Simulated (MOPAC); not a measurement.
Job for MOPAC: PM6 on CH6InN (SMILES [CH3][InH][NH2]), a point of a torsion scan.

```
PM6 1SCF PRECISE CHARGE=0 THREADS=1
CH6InN

C     -1.56169225 1     0.18672993 1    -0.23488285 1
In     0.29929720 1    -0.46554313 1     0.76806272 1
N      2.07234147 1     0.16601549 1    -0.05140688 1
H     -2.13153914 1    -0.67455484 1    -0.57726643 1
H     -2.18610392 1     0.78801795 1     0.42258385 1
H     -1.24565853 1     0.78195514 1    -1.09031416 1
H      0.42225779 1    -1.65249040 1     2.03870431 1
H      2.17317852 1     1.17596526 1    -0.08489147 1
H      2.90235147 1    -0.18193884 1     0.42128724 1
```

The log:

```
*******************************************************************************
 **                                                                           **
 **                              MOPAC v23.2.5                                **
 **                                                                           **
 *******************************************************************************
 ** MOPAC's Digital Object Identifier: https://doi.org/10.5281/zenodo.6511958 **
 **                                                                           **
 ** Please cite the open-source release paper for use of this MOPAC version:  **
 ** J. E. Moussa and J. J. P. Stewart (2026)                                  **
 ** MOPAC: An open-source semiempirical molecular orbital program             **
 ** J. Open Source Softw., 11(119), 8025, https://doi.org/10.21105/joss.08025 **
 *******************************************************************************

                              PM6 CALCULATION RESULTS

 *******************************************************************************
 *  PM6        - The PM6 Hamiltonian to be used
 *
 *
 *
 *                 CHARGE ON SYSTEM = 0
 *
 *
 *
 *  PRECISE    - TIGHTER CRITERIA TO BE USED
 *  1SCF       - DO 1 SCF AND THEN STOP
 *  THREADS=1  - MULTI-THREADING NOT USED
 *  T=         - A TIME OF 172800.0 SECONDS REQUESTED
 *  DUMP=N     - RESTART FILE WRITTEN EVERY 7200.0 SECONDS REQUESTED
 *******************************************************************************
PM6 1SCF PRECISE CHARGE=0 THREADS=1
 CH6InN

   ATOM   CHEMICAL          X               Y               Z
  NUMBER   SYMBOL      (ANGSTROMS)     (ANGSTROMS)     (ANGSTROMS)

     1       C         -1.56169225  *   0.18672993  *  -0.23488285  *
     2      In          0.29929720  *  -0.46554313  *   0.76806272  *
     3       N          2.07234147  *   0.16601549  *  -0.05140688  *
     4       H         -2.13153914  *  -0.67455484  *  -0.57726643  *
     5       H         -2.18610392  *   0.78801795  *   0.42258385  *
     6       H         -1.24565853  *   0.78195514  *  -1.09031416  *
     7       H          0.42225779  *  -1.65249040  *   2.03870431  *
     8       H          2.17317852  *   1.17596526  *  -0.08489147  *
     9       H          2.90235147  *  -0.18193884  *   0.42128724  *



          CARTESIAN COORDINATES

    NO.       ATOM           X           Y           Z

     1         C         -1.5617      0.1867     -0.2349
     2        In          0.2993     -0.4655      0.7681
     3         N          2.0723      0.1660     -0.0514
     4         H         -2.1315     -0.6746     -0.5773
     5         H         -2.1861      0.7880      0.4226
     6         H         -1.2457      0.7820     -1.0903
     7         H          0.4223     -1.6525      2.0387
     8         H          2.1732      1.1760     -0.0849
     9         H          2.9024     -0.1819      0.4213

 General Reference for PM6:
 "Optimization of Parameters for Semiempirical Methods V: Modification of NDDO Approximations
 and Application to 70 Elements", J. J. P. Stewart, J. Mol. Mod., 13, 1173-1213 (2007)
 URL: https://link.springer.com/article/10.1007/s00894-007-0233-4

           Empirical Formula: C H6 N In  =     9 atoms



      MOLECULAR POINT GROUP   :   C1


      RHF CALCULATION, NO. OF DOUBLY OCCUPIED LEVELS = 9


 -------------------------------------------------------------------------------
 PM6 1SCF PRECISE CHARGE=0 THREADS=1
 CH6InN



     1SCF WAS SPECIFIED, SO BFGS WAS NOT USED
     SCF FIELD WAS ACHIEVED


                              PM6 CALCULATION
                                                       MOPAC v23.2.5 Linux




          FINAL HEAT OF FORMATION =         52.23069 KCAL/MOL =     218.53320 KJ/MOL


          COSMO AREA              =        111.55 SQUARE ANGSTROMS
          COSMO VOLUME            =         94.26 CUBIC ANGSTROMS

          IONIZATION POTENTIAL    =          9.380835 EV
          HOMO LUMO ENERGIES (EV) =         -9.381  1.450
          NO. OF FILLED LEVELS    =          9
          MOLECULAR WEIGHT        =        146.8851         POINT GROUP:  C1

          MOLECULAR DIMENSIONS (Angstroms)

            Atom       Atom       Distance
            H     9    H     5     5.18008
            H     7    H     8     3.76263
            H     7    H     4     1.88795


          SCF CALCULATIONS        =          1





   ATOM   CHEMICAL          X               Y               Z
  NUMBER   SYMBOL      (ANGSTROMS)     (ANGSTROMS)     (ANGSTROMS)

     1       C         -1.56169225  *   0.18672993  *  -0.23488285  *
     2      In          0.29929720  *  -0.46554313  *   0.76806272  *
     3       N          2.07234147  *   0.16601549  *  -0.05140688  *
     4       H         -2.13153914  *  -0.67455484  *  -0.57726643  *
     5       H         -2.18610392  *   0.78801795  *   0.42258385  *
     6       H         -1.24565853  *   0.78195514  *  -1.09031416  *
     7       H          0.42225779  *  -1.65249040  *   2.03870431  *
     8       H          2.17317852  *   1.17596526  *  -0.08489147  *
     9       H          2.90235147  *  -0.18193884  *   0.42128724  *

                             CARTESIAN COORDINATES

   1    C       -1.561692250     0.186729930    -0.234882850
   2   In        0.299297200    -0.465543130     0.768062720
   3    N        2.072341470     0.166015490    -0.051406880
   4    H       -2.131539140    -0.674554840    -0.577266430
   5    H       -2.186103920     0.788017950     0.422583850
   6    H       -1.245658530     0.781955140    -1.090314160
   7    H        0.422257790    -1.652490400     2.038704310
   8    H        2.173178520     1.175965260    -0.084891470
   9    H        2.902351470    -0.181938840     0.421287240


           Empirical Formula: C H6 N In  =     9 atoms



      MOLECULAR POINT GROUP   :   C1


                  EIGENVALUES
 -28.94058 -23.64774 -15.65073 -14.23619 -13.57549 -13.45562 -12.31535 -10.94189
  -9.38084   1.45034   2.12868   2.86257   3.37215   6.10728   6.21139   6.27981
   7.21222   7.26130


              NET ATOMIC CHARGES AND DIPOLE CONTRIBUTIONS

  ATOM NO.   TYPE          CHARGE      No. of ELECS.   s-Pop       p-Pop
    1          C          -0.649588        4.6496     1.11456     3.53503
    2         In           0.437429        2.5626     1.03477     1.52780
    3          N          -0.744092        5.7441     1.62419     4.11991
    4          H           0.158698        0.8413     0.84130
    5          H           0.154796        0.8452     0.84520
    6          H           0.159048        0.8410     0.84095
    7          H           0.056817        0.9432     0.94318
    8          H           0.213232        0.7868     0.78677
    9          H           0.213659        0.7863     0.78634
 DIPOLE           X         Y         Z       TOTAL
 POINT-CHG.    -0.787    -0.918     2.473     2.753
 HYBRID         0.513     1.215    -0.157     1.328
 SUM           -0.275     0.297     2.316     2.351


          ATOMIC ORBITAL ELECTRON POPULATIONS

     Atom    s        px        py        pz
    1  C   1.11456   1.16520   1.18406   1.18577
    2 In   1.03477   0.62595   0.40747   0.49437
    3  N   1.62419   1.21858   1.24234   1.65899
    4  H   0.84130
    5  H   0.84520
    6  H   0.84095
    7  H   0.94318
    8  H   0.78677
    9  H   0.78634

 **********************
 *                    *
 * JOB ENDED NORMALLY *
 *                    *
 **********************




 == MOPAC DONE ==
```

The run finished.

Cost: about 0.03 core-seconds (a rough figure).
